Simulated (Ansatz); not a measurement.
Spectroscopic constants of Te₂, multiplicity 3 (the spin of the measured ground state). No spin–orbit coupling.

The constants come from a fifth-degree fit in 1/R (seven points, main isotopes). In def2 and cc sets the state is the lowest found near the PBE0 minimum, followed along R.

The values were computed with Ansatz (a first-principles code) with Gaussian orbitals. Each number belongs to the level named beside it. In def2 rows elements past Kr take small-core potentials, without spin–orbit coupling.

Energies at B97M-V/def2-TZVPP:

```json
[
 {"R (Å)": "2.365202", "E (hartree)": "-536.04126231"},
 {"R (Å)": "2.428783", "E (hartree)": "-536.04960433"},
 {"R (Å)": "2.487277", "E (hartree)": "-536.05390206"},
 {"R (Å)": "2.553401", "E (hartree)": "-536.05568236"},
 {"R (Å)": "2.619525", "E (hartree)": "-536.05491197"},
 {"R (Å)": "2.695822", "E (hartree)": "-536.05163536"},
 {"R (Å)": "2.784835", "E (hartree)": "-536.04549976"}
]
```

Question: With a reduced mass of 64.9531 u, find the minimum, the force constant and the constants.

Answer: A fifth-degree polynomial in 1/R puts the minimum at r_e = 2.5639 Å with force constant 243 N/m. Then ω_e = (1/2πc)√(k/μ) = 252 cm⁻¹ and B_e = h/(8π²cμr_e²) = 0.03948 cm⁻¹; the cubic and quartic terms give α_e = 9.0e-5 and ω_e x_e = 0.44 cm⁻¹.
